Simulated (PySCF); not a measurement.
MgFCl, SMILES [F][Mg][Cl].

Geometry optimised at B3LYP-D3(BJ)/def2-TZVP.

Calculation: B3LYP-D3(BJ)/def2-TZVP (PySCF).

Frequencies are harmonic and unscaled.

Modes within 1.5 cm⁻¹ of each other (mostly degenerate sets) share a row, with their intensities summed.

```csv
mode,ν (cm⁻¹),IR (km/mol),moving atoms (share of kinetic energy)
1–2,135,176.5,"Mg 65 %, F 26 %, Cl 9 %"
3,397,7.1,"Cl 52 %, F 36 %, Mg 12 %"
4,787,143.5,"Mg 57 %, F 40 %"
```
